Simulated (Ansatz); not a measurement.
Method: PBE0-D3(BJ)/def2-TZVP (Ansatz, a first-principles code). No frequencies were computed at this level.

Ansatz 0.2 input:
```yaml
crystal:
  periodic: [false, false, false]
  atoms:
    - { symbol: O, position_ang: [-1.603216, 0.635123, 0.209039] }
    - { symbol: C, position_ang: [-0.720704, -0.324332, -0.3607] }
    - { symbol: Si, position_ang: [1.104276, 0.091617, 0.025301] }
    - { symbol: H, position_ang: [-1.479803, 0.636982, 1.16338] }
    - { symbol: H, position_ang: [-0.915296, -0.284712, -1.433556] }
    - { symbol: H, position_ang: [-0.998335, -1.332608, -0.025013] }
    - { symbol: H, position_ang: [1.957859, -0.917128, -0.59952] }
    - { symbol: H, position_ang: [1.257065, 0.059758, 1.485574] }
    - { symbol: H, position_ang: [1.398155, 1.435301, -0.464503] }
basis:
  gaussian: { orbitals: def2-tzvp }
hamiltonian:
  xc: pbe0
  dispersion: d3bj
relax:
  max_steps: 150
```

Output:

```
Functional definition: PBE0
863 factors; their error is unknown
mean field evaluation 1: about -11048.8130 eV, gradient 4.9e1 eV
mean field evaluation 2: about -11044.2636 eV, gradient 6.9e1 eV
mean field evaluation 4: about -11053.3952 eV, gradient 3.5e0 eV
mean field evaluation 8: about -11053.4531 eV, gradient 3.1e-2 eV
mean field -11053.45309438 eV, -406.2069089188 hartree, gradient 4.2e-5 eV, S^2 0.000000; 0 other end points of the search recorded, 0 dependent functions left out
reference -11053.45312434 eV, -406.2069100198 hartree; 17, 17 occupied and 118, 118 virtual orbitals, 863 factors
relax step   1: F+E_penalty+E_count = -11053.57645196 eV  Δ(F+E_penalty+E_count) = +0.000e0 eV  max|allowed force component| = 9.564e-1 eV/Å  Δτ_max = 0.0000 Å  (23 SCF iters, accepted)
these checks for a lower state are left out or cut short: starts, cluster_reference, orbital_swaps, neighbouring_geometries, increment
863 factors; their error is unknown
mean field evaluation 16: about -11053.4522 eV, gradient 8.4e-3 eV
mean field -11053.48479044 eV, -406.2080737276 hartree, gradient 1.4e-5 eV, S^2 0.000000; 0 other end points of the search recorded, 0 dependent functions left out
reference -11053.48482041 eV, -406.2080748289 hartree; 17, 17 occupied and 118, 118 virtual orbitals, 863 factors
relax step   2: F+E_penalty+E_count = -11053.60774289 eV  Δ(F+E_penalty+E_count) = -3.129e-2 eV  max|allowed force component| = 2.701e-1 eV/Å  Δτ_max = 0.0362 Å  (29 SCF iters, accepted)
these checks for a lower state are left out or cut short: starts, cluster_reference, orbital_swaps, neighbouring_geometries, increment
863 factors; their error is unknown
mean field -11053.48774619 eV, -406.2081823495 hartree, gradient 1.4e-5 eV, S^2 0.000000; 0 other end points of the search recorded, 0 dependent functions left out
reference -11053.48777618 eV, -406.2081834514 hartree; 17, 17 occupied and 118, 118 virtual orbitals, 863 factors
relax step   3: F+E_penalty+E_count = -11053.61078289 eV  Δ(F+E_penalty+E_count) = -3.040e-3 eV  max|allowed force component| = 5.914e-2 eV/Å  Δτ_max = 0.0191 Å  (30 SCF iters, accepted)
these checks for a lower state are left out or cut short: starts, cluster_reference, orbital_swaps, neighbouring_geometries, increment
863 factors; their error is unknown
mean field evaluation 32: about -11053.4883 eV, gradient 9.0e-5 eV
mean field -11053.48826495 eV, -406.2082014136 hartree, gradient 1.4e-5 eV, S^2 0.000000; 0 other end points of the search recorded, 0 dependent functions left out
reference -11053.48829496 eV, -406.2082025164 hartree; 17, 17 occupied and 118, 118 virtual orbitals, 863 factors
relax step   4: F+E_penalty+E_count = -11053.61132064 eV  Δ(F+E_penalty+E_count) = -5.377e-4 eV  max|allowed force component| = 2.404e-2 eV/Å  Δτ_max = 0.0128 Å  (29 SCF iters, accepted)
these checks for a lower state are left out or cut short: starts, cluster_reference, orbital_swaps, neighbouring_geometries, increment
863 factors; their error is unknown
mean field -11053.48881990 eV, -406.2082218076 hartree, gradient 1.4e-5 eV, S^2 0.000000; 0 other end points of the search recorded, 0 dependent functions left out
reference -11053.48884996 eV, -406.2082229123 hartree; 17, 17 occupied and 118, 118 virtual orbitals, 863 factors
relax step   5: F+E_penalty+E_count = -11053.61185069 eV  Δ(F+E_penalty+E_count) = -5.300e-4 eV  max|allowed force component| = 4.188e-2 eV/Å  Δτ_max = 0.0302 Å  (29 SCF iters, accepted)
these checks for a lower state are left out or cut short: starts, cluster_reference, orbital_swaps, neighbouring_geometries, increment
863 factors; their error is unknown
mean field -11053.48882737 eV, -406.2082220821 hartree, gradient 1.4e-5 eV, S^2 0.000000; 0 other end points of the search recorded, 0 dependent functions left out
reference -11053.48885745 eV, -406.2082231874 hartree; 17, 17 occupied and 118, 118 virtual orbitals, 863 factors
relax step   6: F+E_penalty+E_count = -11053.61189093 eV  Δ(F+E_penalty+E_count) = -4.024e-5 eV  max|allowed force component| = 6.718e-2 eV/Å  Δτ_max = 0.0153 Å  (29 SCF iters, accepted)
these checks for a lower state are left out or cut short: starts, cluster_reference, orbital_swaps, neighbouring_geometries, increment
863 factors; their error is unknown
mean field -11053.48891346 eV, -406.2082252458 hartree, gradient 1.4e-5 eV, S^2 0.000000; 0 other end points of the search recorded, 0 dependent functions left out
reference -11053.48894354 eV, -406.2082263511 hartree; 17, 17 occupied and 118, 118 virtual orbitals, 863 factors
relax step   7: F+E_penalty+E_count = -11053.61196352 eV  Δ(F+E_penalty+E_count) = -7.259e-5 eV  max|allowed force component| = 4.042e-3 eV/Å  Δτ_max = 0.0025 Å  (31 SCF iters, accepted)
863 factors; their error is unknown
mean field evaluation 64: about -11048.9192 eV, gradient 4.8e1 eV
mean field -11053.48891346 eV, -406.2082252458 hartree, gradient 1.4e-5 eV, S^2 0.000000; 1 other end points of the search recorded, 0 dependent functions left out
reference -11053.48894354 eV, -406.2082263511 hartree; 17, 17 occupied and 118, 118 virtual orbitals, 863 factors
Total energy: -11053.61199360 eV, -406.2127483574 hartree
Atom 0 at    -1.630250     0.617536     0.252315 Å, force    -0.002170     0.004042    -0.001345 eV/Å
Atom 1 at    -0.737317    -0.303676    -0.359928 Å, force     0.001885    -0.003698    -0.000786 eV/Å
Atom 2 at     1.075578     0.088049     0.015931 Å, force    -0.002220     0.004020    -0.000836 eV/Å
Atom 3 at    -1.494954     0.587913     1.202667 Å, force     0.002489    -0.001882     0.000929 eV/Å
Atom 4 at    -0.909904    -0.227774    -1.436822 Å, force    -0.000783    -0.000159     0.000912 eV/Å
Atom 5 at    -0.973096    -1.341158    -0.083568 Å, force    -0.000389    -0.000230    -0.000019 eV/Å
Atom 6 at     1.968639    -0.959652    -0.550555 Å, force    -0.000186     0.001421     0.002489 eV/Å
Atom 7 at     1.249483     0.124163     1.496043 Å, force     0.000275    -0.002391    -0.000956 eV/Å
Atom 8 at     1.451823     1.414599    -0.536080 Å, force     0.001098    -0.001123    -0.000388 eV/Å
Dipole moment:     0.094037    -0.201264     0.128974 e Å
```

Cost: around 40 core-seconds (rough).
